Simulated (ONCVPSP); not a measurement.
# Before and after: ONCV potential for fluorine (F)

| Item | Value |
| --- | --- |
| Element | F |
| Generator | ONCVPSP 4.0.1 |
| Type | optimised norm-conserving Vanderbilt (ONCV) |
| Functional | PBE |
| Relativity | scalar-relativistic |
| Frozen core | [He] |
| Valence charge | 7 |
| Reference configuration | 2s1 2p6 |
| Partial waves | 2s: rc 0.65 bohr, ncon 4, nbas 9, qcut 8.9 1/bohr, local; 2p: rc 1.85 bohr, ncon 4, nbas 8, qcut 5.9 1/bohr, 1 projector; d scattering state at 0.13 Ha: rc 1.60 bohr, ncon 4, nbas 7, qcut 5.3 1/bohr, 1 projector |
| Local potential | the s channel |
| Core correction | Teter function fitted to the true core (icmod 2), fcfact 0.5 |

Change: all radii but the core radius scaled by about 1.23 (s 0.80, p 2.28, d 1.98 bohr).

Cutoffs: the cutoffs (Ha) at which the residual kinetic energy of the hardest occupied pseudo-wave falls to 1 and 0.1 mHa per electron; they do not see the model core or the augmentation charge, which bear on the density cutoff. Errors are all-electron minus pseudo energies relative to the spin-unpolarised reference configuration.

Q: How do hardness, ghosts and transferability respond?

A: The potential gets softer (116 Ha and 503 Ha → 61 Ha and 328 Ha); of the 4 tests that both files solve, the error grows in 3 and shrinks in 0 by more than 15 % and 0.3 meV (median size 273.7 → 410.3 meV); neither file shows a bound ghost. A larger radius leaves more room for a smooth pseudo-wave, so fewer plane waves are needed. More of the atom is replaced by a form fitted at one configuration, so other configurations suffer.

```csv
quantity,base,changed
"cutoff, loose",116 Ha,61 Ha
"cutoff, tight",503 Ha,328 Ha
loose cutoff by channel,"s 116 Ha, p 17 Ha","s 61 Ha, p 14 Ha"
bound ghosts,none,none
GHOST(+) flags under 300 eV,none,none
"error for 2s2 2p5, meV [ΔE -18.81 eV]",-67,-159
"error for 2s2 2p4, meV [ΔE 0.58 eV]",+438,+661
"error for 2s2 2p3, meV [ΔE 38.96 eV]",+1978,+3129
"error for 2s2 2p4.5, meV [ΔE -11.27 eV]",+109,+123
"rms error of d²Exc/dni dnj with the model core, mHa",0.95,2.89
```

Changed file: These tests converged, but a pseudo level misses the all-electron one widely, so the file describes the atom poorly there or has found another state: 2s2 2p3: 2p by 3.8 eV.
